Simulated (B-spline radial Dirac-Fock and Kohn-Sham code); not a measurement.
# Scattering functions of Ru⁷⁺

System: the Ru⁷⁺ ion, configuration [Kr] 4d1, inside a Watson sphere of charge -7 and radius 2.7 Å (a model of the Madelung potential; inside it an electron's potential energy is raised by 37.3 eV).

Calculated with a B-spline atomic structure program, using Dirac-Fock orbitals of the configuration average with a finite nucleus. f₀ is the Fourier transform of the spherical electron density, S the Waller-Hartree incoherent function, and s = sin θ/λ. The electron scattering factor follows from the Mott-Bethe formula f_e = 0.023934 Å⁻¹·(Z − f₀)/s².

| s (Å⁻¹) | f₀ | S | f_e (Å) |
| --- | --- | --- | --- |
| 0 | 37.000 | 0.000 | – |
| 0.05 | 36.730 | 0.276 | 69.599 |
| 0.1 | 35.947 | 1.054 | 19.273 |
| 0.15 | 34.727 | 2.203 | 9.864 |
| 0.2 | 33.179 | 3.566 | 6.475 |
| 0.25 | 31.428 | 5.004 | 4.814 |
| 0.3 | 29.593 | 6.428 | 3.831 |
| 0.35 | 27.774 | 7.798 | 3.170 |
| 0.4 | 26.045 | 9.100 | 2.686 |
| 0.45 | 24.451 | 10.334 | 2.311 |
| 0.5 | 23.008 | 11.499 | 2.010 |
| 0.6 | 20.561 | 13.602 | 1.558 |
| 0.7 | 18.571 | 15.400 | 1.242 |
| 0.8 | 16.868 | 16.941 | 1.015 |
| 0.9 | 15.331 | 18.304 | 0.847 |
| 1 | 13.902 | 19.551 | 0.720 |
| 1.1 | 12.573 | 20.711 | 0.622 |
| 1.2 | 11.356 | 21.795 | 0.543 |
| 1.4 | 9.317 | 23.738 | 0.424 |
| 1.6 | 7.825 | 25.399 | 0.338 |
| 1.8 | 6.797 | 26.803 | 0.275 |
| 2 | 6.101 | 27.986 | 0.227 |
| 2.5 | 5.048 | 30.219 | 0.149 |
| 3 | 4.252 | 31.781 | 0.106 |
| 3.5 | 3.501 | 32.917 | 0.079 |
| 4 | 2.843 | 33.744 | 0.062 |
| 5 | 1.934 | 34.782 | 0.040 |
| 6 | 1.469 | 35.373 | 0.028 |

f₀ starts at the number of electrons, 37, and has fallen to half at s ≈ 0.70 Å⁻¹. The sum of ⟨r²⟩ over the electrons is 14.77 bohr². For an ion f_e diverges as s goes to zero, because of the net charge.
